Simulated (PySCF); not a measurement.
Working out the ionisation energy of Fe

Fe [Ar] 3d6 4s2 (5D) → Fe⁺ [Ar] 3d6 4s1 (6D). Computed with PySCF 2.14 in aug-cc-pVTZ-DK, with the spin-free X2C one-electron Hamiltonian (Gaussian nucleus). Frozen: [Ar]. Energies in hartree (1 hartree = 27.21139 eV):

```json
{"part": "UHF", "Fe (lower)": "-1271.347377", "Fe⁺ (upper)": "-1271.111023"}
{"part": "CCSD correlation", "Fe (lower)": "-0.198464", "Fe⁺ (upper)": "-0.151497"}
{"part": "(T)", "Fe (lower)": "-0.007566", "Fe⁺ (upper)": "-0.003693"}
```

Q: What does Hartree-Fock give?

A: (-1271.111023) − (-1271.347377) = 0.236354 hartree = 6.432 eV.

Q: What do CCSD and CCSD(T) give?

A: The CCSD correlation energies differ by 0.046967 hartree = 1.278 eV and the triples by 0.003873 hartree = 0.105 eV, so CCSD gives 7.710 eV and CCSD(T) 7.815 eV.

Measured between the centres of the two terms (NIST): 7.904 eV, so CCSD(T) (valence) is off by -0.089 eV.

What remains against the reference includes basis incompleteness, the frozen core and higher excitations.
